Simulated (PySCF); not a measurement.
Mo(O)3, MoO3, SMILES [O]=[Mo](=[O])=[O], B3LYP/def2-SVP optimised geometry. Atoms within 1.6 Å of the plane z = 0.6 Å (x, y, z in Å): Mo1 (-0.56, -0.80, 0.00), O2 (-1.15, 0.80, 0.00), O3 (1.15, -0.80, 0.00), O4 (-1.15, -1.64, 1.36).

Computed with B3LYP/def2-TZVP, def2 effective core potentials past Kr (PySCF). The core electrons that the potentials of Mo replace are not part of the density.

Map of the log10 of the electron density (e/bohr³), floored at −4 on the plane z = 0.6 Å:

```
|                             |
|                             |
|                             |
|        ....                 |
|      .::::::.               |
|    ..:------:..             |
|   .::-======-::.            |
|   .:-=++++++=-:.            |
|  .:-=+**##*++=-:.           |
|  .:-=+*#%##*+=--:...        |
|  :-=+*#%%%%#*+=--:::..      |
|  :-=+*#%%%%#*+==----::.     |
|  :-=+*#%%%%#*++=====--:.    |
|  :-=+**#%%##**++++++==-:.   |
|  .:-=+*######*******+==-:   |
|  .:-=+**#%%%%#######*+=-:.  |
|  .:-=+**#%@@@%##%%%%#*+-:.  |
|  .:-=+*#%@@@@%##%%%%#*+=:.  |
|  :--=+*#%@@@@%##%%%%#*+=:.  |
| .:-=+*##%%@@%####%%#*+=-:.  |
| .:-=+*#%%%%%##**###**+=-:.  |
| .:-=+*##%%%##**+***++=-:.   |
|  .:-=+*#####*++++++==-::.   |
|  .:-=+**##**++=====--::.    |
|  .:--=++**++==----:::..     |
|   .:--==++===--:::...       |
|    .::--==---::...          |
|     .:::--:::..             |
|      ....:...               |
```
Scale: ten equal steps from -4.00 (start of ' ') to -0.192 (end of '@'), in the order ' .:-=+*#%@'; x runs from -3.50 to 3.50, y from -3.50 (bottom) to 3.50 (top).
